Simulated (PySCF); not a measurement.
Compound: C₄H₄N₂OS.
Atom-mapped SMILES: `[CH3:1][C:2](=[O:3])[c:4]1[n:5][cH:6][s:7][n:8]1` (hydrogens: H9, H10, H11 on C1; H12 on C6)

A GFN2-xTB structure was refined with PBE0-D3(BJ)/def2-SVP geometry optimisation, gas phase (PySCF 2.14.0). Its GFN2-xTB values:

```
 coordinate  GFN2-xTB
      C1–C2   1.474 Å
      C1–H9   1.058 Å
      C2=O3   1.203 Å
      C2–C4   1.525 Å
      C4–N5   1.347 Å
      C4–N8   1.297 Å
      N5–C6   1.282 Å
      C6–S7   1.748 Å
     C6–H12   1.068 Å
      S7–N8   1.607 Å
   C1–C2–O3    124.1°
   C1–C2–C4    112.9°
   C2–C4–N5    119.5°
   C2–C4–N8    121.6°
   O3–C2–C4    123.0°
   C4–N5–C6    108.3°
   C4–N8–S7    110.4°
   C6–S7–N8     90.2°
C1–C2–C4–N5        6°
```

Task: How do these coordinates change at the PBE0-D3(BJ)/def2-SVP level?

Result: 
```
 coordinate  PBE0-D3(BJ)/def2-SVP (Å or °)  change
      C1–H9                          1.101  +0.043
      S7–N8                          1.645  +0.038
      C1–C2                          1.502  +0.028
      C6–S7                          1.721  -0.027
     C6–H12                          1.093  +0.025
      C4–N5                          1.367  +0.020
      N5–C6                          1.300  +0.018
      C2–C4                          1.508  -0.017
      C4–N8                          1.313  +0.016
      C2=O3                          1.204  +0.001
   C1–C2–C4                          115.8    +2.9
   O3–C2–C4                          120.5    -2.5
   C4–N8–S7                          108.0    -2.4
   C6–S7–N8                           92.2    +2.0
   C2–C4–N8                          120.5    -1.1
   C2–C4–N5                          120.5    +1.0
   C4–N5–C6                          108.9    +0.6
   C1–C2–O3                          123.7    -0.4
C1–C2–C4–N5                              1      -5
```

The energy falls by 3.8 kcal/mol over 11 energy and gradient evaluations, the largest force component goes from 0.0280 to 4.1e-04 Eh/bohr, and the atoms move by 0.091 Å rms after alignment. The bond that changes most is C1–H9 (methyl carbon next to a carbonyl to methyl hydrogen), which lengthens by 0.043 Å. Bonds longer at the end by more than 0.005 Å: 7 of 12; shorter: 3. Rotational constants go from 4489, 1263, 993.0 to 4443, 1254, 983.8 MHz.

The run used 136 basis functions and 81 SCF cycles in all.

No PBE0-D3(BJ)/def2-SVP frequencies stand behind this structure, so it isn't proved a minimum. One conformer, not necessarily the lowest.

The values belong to the conformer `[CH3:1][C:2](=[O:3])[c:4]1[n:5][cH:6][s:7][n:8]1`: C1–C2–C4–N5 1°.
